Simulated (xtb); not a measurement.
CSi (SMILES [C]=[Si]), triplet, at a GFN2-xTB geometry; GFN2-xTB with ALPB(thf) run with xtb 6.7.1.

xtb was given this input:
```
$ xtb mol.xyz --gfn 2 --uhf 2 --alpb thf --json

# file mol.xyz
2

Si    -0.00000000    -0.00000000    -0.51650348
C      0.00000000     0.00000000     1.20517479
```

Question: What does xtb print? Leave out banner, timings and long lists.

Answer: 
```
   ID    Z sym.   atoms
    1   14 Si     1
    2    6 C      2

           -------------------------------------------------
          |                Calculation Setup                |
           -------------------------------------------------

           -------------------------------------------------
          |                 G F N 2 - x T B                 |
           -------------------------------------------------

      * Solvation model:               ALPB
        Solvent                        thf
        Parameter file                 internal GFN2-xTB/ALPB
        Dielectric constant                7.6000E+00
        Reference state                gsolv [1 M gas/solution]
        Free energy shift                  5.3248E-03 Eh       3.3414E+00 kcal/mol
        Temperature                        2.9815E+02 K
        Density                            8.8300E-01 kg/L
        Solvent mass                       7.2106E+01 g/mol
        Interaction kernel             P16
        Born radius scaling (c1)           1.7311E+00
        Born radii integrator          GBOBC
        Born offset                        0.0000E+00 a0       0.0000E+00 AA
        H-bond correction              true
        Ion screening                  false
        Surface tension                    1.0000E-05 Eh       1.5569E+01 dyn/cm
        Grid points                               230 per atom

          ...................................................
          :                      SETUP                      :
          :.................................................:
          :  # basis functions                  14          :
          :  # atomic orbitals                  13          :
          :  # shells                            5          :
          :  # electrons                         8          :
          :  max. iterations                   250          :
          :  Hamiltonian                  GFN2-xTB          :
          :  restarted?                      false          :
          :  GBSA solvation                   true          :
          :  PC potential                    false          :
          :  electronic temp.          300.0000000     K    :
          :  accuracy                    1.0000000          :
          :  -> integral cutoff          0.2500000E+02      :
          :  -> integral neglect         0.1000000E-07      :
          :  -> SCF convergence          0.1000000E-05 Eh   :
          :  -> wf. convergence          0.1000000E-03 e    :
          :  Broyden damping             0.4000000          :
          :  net charge                          0          :
          :  unpaired electrons                  2          :
          ...................................................

 iter      E             dE          RMSdq      gap      omega  full diag
   1     -3.6289376 -0.362894E+01  0.291E+01    2.16       0.0  T
   2     -3.5687448  0.601928E-01  0.177E+01    2.70       1.0  T
   3     -2.0296310  0.153911E+01  0.254E+01    2.43       1.0  T
   4     -3.6485524 -0.161892E+01  0.464E+00    2.59       1.0  T
   5     -3.6442338  0.431868E-02  0.183E+00    2.58       1.0  T
   6     -3.6491241 -0.489032E-02  0.684E-01    2.59       1.0  T
   7     -3.6498766 -0.752485E-03  0.196E-01    2.61       1.0  T
   8     -3.6498988 -0.221946E-04  0.722E-02    2.61       1.0  T
   9     -3.6499043 -0.551639E-05  0.200E-02    2.61       3.5  T
  10     -3.6499045 -0.228701E-06  0.500E-03    2.61      14.1  T
  11     -3.6499045 -0.775999E-08  0.336E-03    2.61      21.1  T
  12     -3.6499045 -0.128898E-07  0.439E-04    2.61     161.0  T
  13     -3.6499045 -0.245475E-10  0.373E-04    2.61     189.3  T

   *** convergence criteria satisfied after 13 iterations ***

 transition dipole moment (au) for excitation:           4           5
     X       Y       Z
  -0.0064   0.0260  -0.0000  total (au/Debye):    0.027   0.068
 dE (eV)             :    0.260
 oscillator strength :  0.64421E-05

         :::::::::::::::::::::::::::::::::::::::::::::::::::::
         ::                     SUMMARY                     ::
         :::::::::::::::::::::::::::::::::::::::::::::::::::::
         :: total energy              -3.608773603081 Eh    ::
         :: total w/o Gsasa/hb        -3.610636949726 Eh    ::
         :: gradient norm              0.003042097195 Eh/a0 ::
         :: HOMO-LUMO gap              2.612389103638 eV    ::
         ::.................................................::
         :: SCC energy                -3.649904536570 Eh    ::
         :: -> isotropic ES           -0.002640303158 Eh    ::
         :: -> anisotropic ES          0.005497305553 Eh    ::
         :: -> anisotropic XC         -0.011648165218 Eh    ::
         :: -> dispersion             -0.000701029459 Eh    ::
         :: -> Gsolv                   0.000301295325 Eh    ::
         ::    -> Gelec               -0.001562051319 Eh    ::
         ::    -> Gsasa               -0.003461468800 Eh    ::
         ::    -> Ghb                  0.000000000000 Eh    ::
         ::    -> Gshift               0.005324815444 Eh    ::
         :: repulsion energy           0.041130933488 Eh    ::
         :: add. restraining           0.000000000000 Eh    ::
         :: total charge              -0.000000000000 e     ::
         :::::::::::::::::::::::::::::::::::::::::::::::::::::

           -------------------------------------------------
          |                Property Printout                |
           -------------------------------------------------

    * Orbital Energies and Occupations

         #    Occupation            Energy/Eh            Energy/eV
      -------------------------------------------------------------
         1        2.0000           -0.6160208             -16.7628
         2        2.0000           -0.4377236             -11.9111
         3        1.5000           -0.3137891              -8.5386
         4        1.5000           -0.3137891              -8.5386
         5        1.0000           -0.3042285              -8.2785 (HOMO)
         6                         -0.2082250              -5.6661 (LUMO)
         7                         -0.2082250              -5.6661
         8                         -0.0764546              -2.0804
         9                         -0.0239723              -0.6523
        10                         -0.0239723              -0.6523
        11                          0.0488862               1.3303
        12                          0.0488862               1.3303
        13                          0.7653278              20.8256
      -------------------------------------------------------------
                  HL-Gap            0.0960035 Eh            2.6124 eV
             Fermi-level           -0.2850080 Eh           -7.7555 eV

     #   Z          covCN         q      C6AA      α(0)
     1  14 Si       0.887     0.302   228.605    32.856
     2   6 C        0.887    -0.302    45.859    11.319

 Mol. C6AA /au·bohr⁶  :        471.779728
 Mol. C8AA /au·bohr⁸  :      26652.110561
 Mol. α(0) /au        :         44.174605

Wiberg/Mayer (AO) data.
largest (>0.10) Wiberg bond orders for each atom

 ---------------------------------------------------------------------------
     #   Z sym  total        # sym  WBO       # sym  WBO       # sym  WBO
 ---------------------------------------------------------------------------
     1  14 Si   2.342 --     2 C    2.342
     2   6 C    2.342 --     1 Si   2.342
 ---------------------------------------------------------------------------

Topologies differ in total number of bonds
Writing topology from bond orders to xtbtopo.mol

molecular dipole:
                 x           y           z       tot (Debye)
 q only:        0.000       0.000      -0.984
   full:        0.000      -0.000      -1.618       4.113
molecular quadrupole (traceless):
                xx          xy          yy          xz          yz          zz
 q only:        0.640       0.000       0.640       0.000       0.000      -1.280
  q+dip:       -0.291       0.000      -0.291       0.000      -0.000       0.582
   full:        1.511      -0.000       1.511       0.000      -0.000      -3.022

           -------------------------------------------------
          | TOTAL ENERGY               -3.608773603081 Eh   |
          | GRADIENT NORM               0.003042097195 Eh/α |
          | HOMO-LUMO GAP               2.612389103638 eV   |
           -------------------------------------------------

normal termination of xtb
```
